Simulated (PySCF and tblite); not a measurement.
Values are calculated unless marked as measured or tabulated.
C₆H₁₁FO, numbered as in [CH3:1][C@@H:2]1[CH2:3][CH2:4][C@H:5]([F:6])[CH2:7][O:8]1.

Search: ETKDG and KDG, MMFF94s, GFN2-xTB, 60 starts; geometries at GFN2-xTB. Energies: B3LYP-D3(BJ)/def2-SVP (IEF-PCM, benzene), with GFN2-xTB thermal terms (modes under about 100 cm⁻¹ blended into free rotors). Symmetry numbers and mirror images are counted. Conformers within 2.5 kcal/mol (GFN2-xTB free energy) were kept, 3 at most. Run with PySCF (density fitting) and tblite.

The 6-ring runs over atoms 2–3–4–5–7–8.

```csv
conformer,shape,symmetry,E(GFN2) kcal/mol
1,6-ring chair (F6 axial),C1,0.80
2,"6-ring twist-boat (ring torsions 64, -36, -26, 66, -36, -28°)",C1,2.17
3,6-ring chair (C1 axial),C1,0.00
```

**Question.** Which of these conformers is the most populated at 298.15 K, and with what share?

**Answer.** Conformer 1, about 99 %.

**Question.** Give the DFT energies and free energies relative to the lowest, and all weights.

**Answer.** 
```csv
conformer,shape,E(DFT) kcal/mol,G(298.15 K) kcal/mol,weight %
1,6-ring chair (F6 axial),0.00,0.00,98.5
2,"6-ring twist-boat (ring torsions 64, -36, -26, 66, -36, -28°)",4.99,5.16,0.0
3,6-ring chair (C1 axial),2.08,2.50,1.5
```

**Question.** How does its share change from 250 K to 350 K?

**Answer.** From 99 % to 97 %; the mixing entropy goes from 0.08 to 0.25 cal/(mol K).


Conformer gaps in def2-SVP on xTB geometries can be 2 kcal/mol too large for S=O, P=O and other polar bonds.